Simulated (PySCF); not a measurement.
Computed shifts of a molecule C2H7BrOSi, B3LYP/pcSseg-1 (PySCF), GIAO, gas phase, equivalent atoms averaged, in ppm (number of nuclei): ²⁹Si: -12.1 (1). ¹³C: 65.1 (1), 22.0 (1). ¹H: 5.88 (1), 5.69 (1), 4.28 (1), 3.89 (1), 1.64 (3). References: ²⁹Si against TMS (σ = 338.7 ppm); ¹⁷O against H2O (σ = 333.8 ppm); ¹³C against TMS (σ = 181.3 ppm); ¹H against TMS (σ = 31.68 ppm), references at their B3LYP-D3(BJ)/def2-TZVP geometries, non-relativistic (without spin–orbit terms, shifts of atoms bonded to Cl or Br come out too high). Coordinates come from a PBE0-D3(BJ)/def2-SVP optimisation. The values are those of a single conformer.

Which molecule gave these data?
(A) C[Si](C)(O)Br
(B) CCO[SiH2]Br
(C) CO[SiH](C)Br
(D) CC[SiH](O)Br

B, CCO[SiH2]Br
